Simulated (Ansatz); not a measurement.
Stepwise reaction of `[CH3][Ta]([CH3])(=[O])[OH]` with water, as a gas-phase model of exchange steps in deposition or etching. ΔE in kJ/mol; ΔG adds harmonic PBE0-D4 terms to CCSD(T)/CBS, at 1 bar.

Gas-phase electronic energies from Ansatz, PBE0-D4/def2-TZVP geometries. CBS: MP2 limit from def2 TZ/QZ plus the TZ coupled-cluster correction, frozen cores. This one scheme is used for every species. Functionals use def2-TZVPP. B3LYP here is the variant with VWN-RPA as its local correlation; programs differ in this. Elements past krypton have def2 core potentials. For Ta outer-core shells are correlated without core-valence functions, which leaves a few kJ/mol of doubt a bond. One conformer a species, not always the lowest.

```tsv
step	reaction	PBE-D4	B3LYP-D4	ωB97M-V	CCSD(T)/CBS	ΔG(400 K)
1	`[CH3][Ta]([CH3])(=[O])[OH]` + H₂O → `[CH3][Ta](=[O])([OH])[OH]` + CH₄	-182.2	-189.5	-185.0	-179.1	-159.8
2	`[CH3][Ta](=[O])([OH])[OH]` + H₂O → `[O]=[Ta]([OH])([OH])[OH]` + CH₄	-107.0	-114.9	-111.0	-104.0	-103.2
```

**Question.** By hand: ΔE of the 2 steps together at CCSD(T)/CBS.

**Answer.** (-179.1) + (-104.0) = -283.1 kJ/mol, or -141.6 kJ/mol a step.

In ΔE each step is higher than the one before. All are downhill at CCSD(T)/CBS. ΔG lies between -159.8 and -103.2 kJ/mol a step. PBE-D4 differs from CCSD(T)/CBS by -3.1 to -3.0 kJ/mol a step. Only this route is followed, and other bonds may react first. Isolated molecules leave out the surface, adducts and barriers. Largest T1 diagnostic: 0.020.
